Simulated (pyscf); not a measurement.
H₂P–InH₂ (SMILES [PH2][InH2]), singlet

Gas-phase minimum from PySCF at ωB97X-D3(BJ)/def2-SVP, one conformer. 

```xyz
6

P     -0.4748     1.5260     0.2046
In     1.0177    -0.3559    -0.4092
H     -0.6477     1.0999     1.5526
H     -1.6570     0.8964    -0.2797
H      0.8213    -1.1102    -1.9500
H      2.2767    -0.8135     0.6802
```

Bonds (Å): P1–In2 2.479, P1–H3 1.424, P1–H4 1.424, In2–H5 1.727, In2–H6 1.727. Angles (°): In2–P1–H3 94.6, In2–P1–H4 94.6, H3–P1–H4 95.1, P1–In2–H5 119.0, P1–In2–H6 118.9, H5–In2–H6 122.0.

Properties at ωB97X-D3(BJ)/def2-SVP:

| Quantity | Result |
|---|---|
| Harmonic wavenumbers, unscaled | 180, 328, 329, 446, 595, 631, 659, 1112, 1825, 1831, 2446, 2459 cm⁻¹ |
| Zero-point energy | 18.4 kcal/mol |
| Rotational symmetry number | 1 |
| Entropy of this conformer at 298 K and 1 atm, rigid rotor and harmonic oscillator, modes under 100 cm⁻¹ raised to 100 | 300.3 J/(mol K) |
| Dipole moment | 0.97 D |

Single-point totals, which compare only within one level (frozen core for MP2 and CC):

```csv
level,total energy (hartree)
ωB97X-D3(BJ)/def2-TZVP,-533.98089
PBE/def2-TZVP,-533.71383
r²SCAN/def2-TZVP,-533.92203
B3LYP-D3(BJ)/def2-TZVP,-533.98132
PBE0-D3(BJ)/def2-TZVP,-533.75058
M06-2X/def2-TZVP,-533.77643
ωB97M-D3(BJ)/def2-TZVP,-533.95258
HF/def2-TZVPP,-532.26916
MP2/def2-TZVPP,-532.72517
CCSD/def2-TZVPP,-532.75312
CCSD(T)/def2-TZVPP,-532.76928
```

Soft torsions are taken as harmonic, which can shift the entropy by several J/(mol K). The CCSD(T) − MP2 part came from Ansatz, without density fitting, on the same reference. The frozen core leaves the outer d or s,p core shells of the metals and heavy elements correlated in the MP2 and CC values, and def2-TZVPP describes them poorly, so these totals are far from the basis limit. Elements past Kr carry the def2 core potentials, without spin-orbit coupling.
